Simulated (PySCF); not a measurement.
C2H9NSn, SMILES [CH2](C)[SnH2][NH2] (PBE0/def2-SVP optimised geometry):

```
13

Sn     0.623     0.300     0.000
N      0.076    -0.731    -1.693
C     -0.219    -0.830     1.636
C     -1.631    -1.322     1.346
H      2.341     0.300     0.000
H      0.039     1.928     0.000
H     -0.882    -0.540    -1.983
H      0.670    -0.513    -2.491
H      0.465    -1.676     1.808
H     -0.185    -0.204     2.542
H     -2.341    -0.489     1.218
H     -2.018    -1.950     2.167
H     -1.663    -1.928     0.427
```

Calculation: PBE0/def2-TZVP, def2 effective core potentials past Kr (PySCF).

Problem. What are the frontier orbital energies and the dipole moment?

Solution. HOMO-2 -8.77 eV, HOMO-1 -7.81 eV, HOMO -6.99 eV, LUMO 0.03 eV, LUMO+1 0.58 eV; dipole moment 0.72 D.
